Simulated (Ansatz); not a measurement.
Job for Ansatz (a program for electronic structure): R-PBE0/def2-TZVPPD on CH4GeO2 (a complex). Files ending in .json are basis or fitting sets from the Basis Set Exchange.

Ansatz 0.2 input:
```yaml
crystal:
  periodic: [false, false, false]
  atoms:
    - {symbol: O, position_ang: [0.50536963, -0.83131025, -0.63911488]}
    - {symbol: C, position_ang: [-0.45256970, -0.62919458, -0.01865846]}
    - {symbol: O, position_ang: [-1.41230485, -0.42745232, 0.60109435]}
    - {symbol: Ge, position_ang: [0.26704966, 0.37839356, 3.61411951]}
    - {symbol: H, position_ang: [-0.54263809, -0.89225484, 3.90525226]}
    - {symbol: H, position_ang: [1.13192833, 0.15363231, 2.36234131]}
    - {symbol: H, position_ang: [1.18627363, 0.69012499, 4.80445203]}
    - {symbol: H, position_ang: [-0.68311206, 1.55815686, 3.37038498]}
basis:
  gaussian:
    orbitals: def2-TZVPPD.json
hamiltonian:
  xc: {name: PBE0}
scf: {lower_state_search: off}
```

Problem. Give the final energy of this run.

Solution. -2267.5872 hartree.
